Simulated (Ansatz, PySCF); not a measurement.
Al(Me)(OH)(SMe) (C2H7AlOS), SMILES C[S][Al]([OH])[CH3]. Atoms are numbered in the order given.

```xyz
12

Al     0.1517     0.1635     0.6832
C      0.2122    -0.5466     2.5039
H     -0.0755    -1.6108     2.5309
H     -0.4723     0.0014     3.1752
H      1.2243    -0.4632     2.9375
O      0.5298     1.7772     0.2373
H      0.8057     2.4841     0.8309
S     -0.4255    -1.0866    -1.0075
C     -0.2990     0.1003    -2.4177
H      0.0205     1.0912    -2.0701
H     -1.2846     0.1720    -2.8970
H      0.4297    -0.2964    -3.1373
```

The structure is a stationary point at TPSSh-D3(BJ)/def2-SVP. One conformer was computed; it need not be the lowest.

Two levels are set side by side: PBE-D3(BJ)/def2-SVP (Ansatz, a quantum-chemistry and plane-wave program) and TPSSh-D3(BJ)/def2-SVP (PySCF). Each level has its own optimised geometry; the coordinates shown are those of the second. Frequencies come from the Hessian of PySCF at each geometry. Differences are taken from unrounded values.

| quantity | TPSSh-D3(BJ) | PBE-D3(BJ) | PBE-D3(BJ) minus TPSSh-D3(BJ) |
|---|---|---|---|
| mean bond length (Å) | 1.388 | 1.395 | 0.007 |
| bond Al1–C2 (Å) | 1.955 | 1.957 | 0.002 |
| bond Al1–O6 (Å) | 1.716 | 1.728 | 0.012 |
| bond Al1–S8 (Å) | 2.180 | 2.190 | 0.009 |
| bond S8–C9 (Å) | 1.848 | 1.848 | 0.000 |
| bond C2–H3 (Å) | 1.103 | 1.109 | 0.006 |
| bond C2–H4 (Å) | 1.104 | 1.110 | 0.006 |
| bond C2–H5 (Å) | 1.104 | 1.110 | 0.006 |
| bond O6–H7 (Å) | 0.963 | 0.969 | 0.006 |
| bond C9–H10 (Å) | 1.098 | 1.106 | 0.008 |
| bond C9–H11 (Å) | 1.098 | 1.107 | 0.008 |
| bond C9–H12 (Å) | 1.098 | 1.107 | 0.008 |
| highest harmonic wavenumber (cm⁻¹) | 3895 | 3822 | -74 |
| mean harmonic wavenumber (cm⁻¹) | 1290 | 1257 | -33 |
| zero-point energy (kcal/mol) | 55.33 | 53.92 | -1.41 |

Exact exchange shortens and stiffens bonds; PBE has none. Differences between two approximate levels are no errors against the true value.
